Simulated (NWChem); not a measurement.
Molecule: SiH2OBrF; SMILES O[SiH](Br)F

```xyz
6

Si    -0.0079     0.9563     0.3787
O     -1.3187     1.7285    -0.2705
F      1.3802     1.5322    -0.2536
Br    -0.0445    -1.2249    -0.0775
H     -0.0199     1.2028     1.8416
H     -1.5345     1.5222    -1.1975
```
Atoms are numbered in this order, from 1.

Results from NWChem. Pople sets run with spherical d functions. STO-3G and 3-21G are far too small for this property and stand as cheap habits. All runs use the structure optimised with PBE-D3(BJ)/def2-SVP. Field at 589 nm.

### Question
Order these by “anisotropy (bohr³)”, lowest first: B3LYP/def2-SVPD; B3LYP/aug-cc-pVDZ; B3LYP/6-31G*; B3LYP/STO-3G.

### Answer
B3LYP/STO-3G (15.1), B3LYP/def2-SVPD (15.7), B3LYP/aug-cc-pVDZ (16.6), B3LYP/6-31G* (18.5)
